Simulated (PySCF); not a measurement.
These compounds are isomers of formula C5H5NO3.

A. SMILES C/N=C\c1coc(=O)o1
B. `C(OC)(=O)c1cnoc1`
C. SMILES O(C)C(=O)c1ccon1
D. SMILES N#CC1COC(=O)OC1

Spectrum 1. $^{1}$H NMR (400 MHz, computed): δ 9.20 (m, 1H), 8.56 (m, 1H), 4.11 (s, 3H). $^{13}$C{$^{1}$H} NMR (computed): δ 171.2 (CH), 168.0 (C), 153.4 (CH), 122.7 (C), 54.0 (CH3).

Spectrum 2. $^{1}$H NMR (400 MHz, computed): δ 8.47 (s, 1H), 7.13 (s, 1H), 3.65 (s, 3H). $^{13}$C{$^{1}$H} NMR (computed): δ 155.6 (C), 151.4 (CH), 142.9 (C), 139.5 (CH), 44.2 (CH3).

Spectrum 3. $^{1}$H NMR (400 MHz, computed): δ 4.72 (m, 2H), 4.47 (m, 2H), 2.90 (m, 1H). $^{13}$C{$^{1}$H} NMR (computed): δ 147.6 (C), 118.6 (C), 71.1 (CH2), 24.3 (CH).

Spectrum 4. $^{1}$H NMR (400 MHz, computed): δ 8.68 (d, J = 2.0 Hz, 1H), 7.14 (d, J = 2.0 Hz, 1H), 4.18 (s, 3H). $^{13}$C{$^{1}$H} NMR (computed): δ 168.5 (C), 165.8 (CH), 160.9 (C), 115.4 (CH), 54.2 (CH3).

- geometry from GFN2-xTB
- σ from GIAO-PBE0/pcSseg-1
- J couplings at B3LYP/pcJ-1 (spin–dipole term left out of most H,H and C,H couplings)
- code: PySCF 2.14.0 with density-fitted response routines
- one computed conformer, no solvent model, fast rotation and ring inversion assumed for equivalent nuclei, non-relativistic

Chemical shifts δ = σref − σ; $^{1}$H and $^{13}$C against TMS, all at this level. Multiplet labels drop J under 1 Hz and among equivalent protons, and merge close values. Unscaled 3J(H,H) run several per cent high. Where no couplings were computed, multiplicities follow the n + 1 count of equivalent neighbours, and m marks all less simple cases (inequivalent or close neighbours, rings, F or P nearby). Shifts are as computed. Against solution values, carbons near 30 ppm lie about +3 ppm off and those near 130 ppm about +5 ppm. Of 1211 compounds with measured shifts, 218 miss one by over three times the rms of a fit or turn the order of signals round; such compounds aren't used in these exercises.

Q: Match each spectrum to its structure.

A: 1–B, 2–A, 3–D, 4–C.

- Spectrum 1 (B): 5 $^{13}$C signals; δC 168.0 is an ester carbonyl carbon; δC 153.4 is an aromatic CH next to a ring nitrogen.
- Spectrum 2 (A): 5 $^{13}$C signals; δC 44.2 is a methyl carbon bonded to N; δH 3.65 is the hydrogen on a methyl carbon bonded to N.
- Spectrum 3 (D): 4 $^{13}$C signals; δC 147.6 is a carbonate carbon; δC 118.6 is a nitrile carbon.
- Spectrum 4 (C): 5 $^{13}$C signals; δC 168.5 is an ester carbonyl carbon; δC 54.2 is a methyl carbon bonded to O.
